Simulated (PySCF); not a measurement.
**The second ionisation energy along the 4p block**

Calculated with PySCF 2.14 from differences of total energies of unrestricted determinants, without spin-orbit coupling. Values in eV. The last column holds reference values (NIST; (s) semi-empirical, (t) theoretical, else measured). Unmarked ones compare directly (S terms, centres of terms, or small fine structure); those marked * lie between the lowest fine-structure levels and include a spin-orbit shift.

| element | configurations | UHF | r2SCAN | MP2 (valence) | SCS-MP2 (valence) | CCSD (valence) | CCSD(T) (valence) | reference |
| --- | --- | --- | --- | --- | --- | --- | --- | --- |
| Ge (def2-TZVP, non-relativistic) | [Ar] 3d10 4s2 4p1 → [Ar] 3d10 4s2 | 15.224 | 15.943 | 15.456 | 15.443 | 15.527 | 15.549 | 15.789 |
| As (def2-TZVP, non-relativistic) | [Ar] 3d10 4s2 4p2 → [Ar] 3d10 4s2 4p1 | 17.978 | 18.722 | 18.353 | 18.278 | 18.382 | 18.407 | 18.589 * |
| Se (def2-TZVP, non-relativistic) | [Ar] 3d10 4s2 4p3 → [Ar] 3d10 4s2 4p2 | 20.843 | n/a | 21.347 | 21.197 | 21.307 | 21.336 | 21.196 ± 0.01 * |
| Br (def2-TZVP, non-relativistic) | [Ar] 3d10 4s2 4p4 → [Ar] 3d10 4s2 4p3 | 20.261 | 21.471 | 20.936 | 21.005 | 21.054 | 21.078 | 21.409 |
| Kr (def2-TZVP, non-relativistic) | [Ar] 3d10 4s2 4p5 → [Ar] 3d10 4s2 4p4 | 23.246 | 24.441 | 24.062 | 24.059 | 24.066 | 24.095 | 24.360 * |

"Valence" correlates the outer s and p shells and, in groups 3 to 12 and the f block, the outer d or f shell, open or full, or the next shell where the ion has no valence electron left; the wider scheme adds the next inner shell.
